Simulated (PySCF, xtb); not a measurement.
CH3ClGa, SMILES [Cl][Ga+][CH3], charge +1.

Harmonic wavenumbers (cm⁻¹) from GFN2-xTB in xtb at its own minimum, in rising order: 117, 117, 355, 481, 707, 708, 1176, 1312, 1312, 2902, 2929, 2930.

Task: What does r2SCAN-D4/def2-TZVP (PySCF) give at its own minimum? (Estimate from the structure and the level; the computed values follow.)

Result: 121, 121, 463, 642, 794, 794, 1227, 1415, 1415, 3045, 3159, 3159. Paired by order, the mean absolute difference is 109 cm⁻¹ and the zero-point energies are 21.5 and 23.4 kcal/mol.
